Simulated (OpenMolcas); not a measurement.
Ag2+: effect of the metal basis

Ag2+ with its 6 nearest chloride ions at 2.742 Å, on the Na site of NaCl (a = 5.64056 Å, distance in the model lattice 2.820 Å). The rest of the host is ab initio model potentials to 7.6 Å and point charges beyond; the distance is set by hand and nothing relaxes, and no local charge compensation is placed.

| Quantity | Value |
| --- | --- |
| Program | OpenMolcas |
| Method | SS-CASPT2, IPEA 0.25 Eh, imaginary shift 0.1 Eh (closed shells correlated: 4s 4p and the ligand valence shells) |
| Spin-orbit coupling | RASSI with atomic mean-field integrals over the reference wave functions |

Fixed: ligand basis ANO-RCC-VDZP, active space 9 electrons in 5 orbitals (4d), DKH2 Hamiltonian.

States (labels of O, the rotations of Oh). Energies in cm-1 above the lowest state or level, χT in cm3 K/mol; 10Dq is the gap between the two states.

| Run | Metal basis | Ground state | First state of that spin | 10Dq | First gap with spin-orbit (degeneracies) | χT at 300 K | Cost |
| --- | --- | --- | --- | --- | --- | --- | --- |
| A | ANO-RCC-VDZP | 2E | 2T2 11870 | 11871 | 10440 (4, 2) | 0.556 | roughly 22 core-seconds |
| B | ANO-RCC-VTZP | 2E | 2T2 11300 | 11297 | 9910 (4, 2) | 0.571 | roughly 40 core-seconds |

Against A, |10Dq| changes by -4.8 % in B.

Costs are those of the CASPT2 steps.

Roots that are degenerate in the reference are averaged as groups; the widest CASPT2 spread within a group is 140 cm-1 (the 3-fold group of multiplicity 2 near 11900 cm-1 above the lowest state of its run, A). Shifts and gaps below about the spread of the groups concerned are not significant. Over all roots computed the reference weight is 0.68 to 0.69 in A, 0.67 to 0.68 in B; a low but even weight reflects the number of correlated electrons. An orbital doublet at a regular site is open to a Jahn-Teller distortion, which this geometry leaves out. Ligand-to-metal charge-transfer states are missing. With one d shell and no ligand orbital active, 10Dq can be off by a tenth or more. The least metal-like active orbital is 82 % on the metal (Löwdin) and no ligand orbital is active, so the numbers are rough (holds for A). No measured value stands beside these numbers; the geometry was set by hand and not optimised.
